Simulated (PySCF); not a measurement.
Species: C5H9FO4.
SMILES: `COCCOC(=O)OCF`

A linear-response calculation (PySCF, def2-SVPD basis, gas phase, vertical, core orbitals frozen in the response) gave these numbers; the functional is withheld.

Orbital energies (eV): HOMO-3 -9.67, HOMO-2 -9.22, HOMO-1 -8.95, HOMO -7.79, LUMO 0.41, LUMO+1 0.66, LUMO+2 0.83.

```tsv
state	E (eV)	f	main configurations (H = HOMO, L = LUMO)
S1	7.05	0.0008	H-1→L (56%), H→L (16%), H-1→L+1 (10%)
S2	7.17	0.018	H→L+2 (40%), H→L (39%), H-1→L (8%)
S3	7.48	0.0066	H→L (42%), H→L+2 (36%), H→L+1 (14%)
S4	7.61	0.0011	H→L+1 (73%), H→L+2 (13%)
S5	8.05	0.019	H→L+4 (61%), H→L+5 (21%)
S6	8.24	0.0098	H→L+3 (41%), H→L+6 (41%)
```

Triplets (Tamm–Dancoff): T1 6.60 eV, H-1→L (66%), H-1→L+1 (13%); T2 6.81 eV, H-2→L (43%), H-4→L (12%), H-3→L (11%); T3 6.98 eV, H→L+2 (58%), H→L (26%); T4 7.39 eV, H→L (46%), H→L+2 (17%), H→L+4 (12%).

Vertical ionisation energy by ΔSCF with the same functional: 9.94 eV. Mean static polarisability: 79.1 au.

Question: Name the functional.
A. HF
B. PBE
C. CAM-B3LYP
D. PBE0

Answer: D. PBE0 is a global hybrid with 25% exact exchange. In this run −ε(HOMO) = 7.79 eV differs from the ΔSCF value by -2.14 eV, and S1 differs from the orbital gap of 8.20 eV by -1.16 eV. The ratio −ε(HOMO)/IP is 0.78. Small neutral molecules mostly give 0.7 to 0.83 with PBE0, 0.5 to 0.7 with PBE, 0.85 to 0.93 with CAM-B3LYP; with Hartree–Fock the ratio is 1 or more (Koopmans' value less the relaxation energy is the ΔSCF value).

The calculation used PySCF, TDDFT PBE0/def2-SVPD, vertical, gas phase, core orbitals frozen in the response. One conformer (not necessarily the lowest) at the PBE0-D3(BJ)/def2-SVP geometry, without solvent, vibrations or thermal averaging.
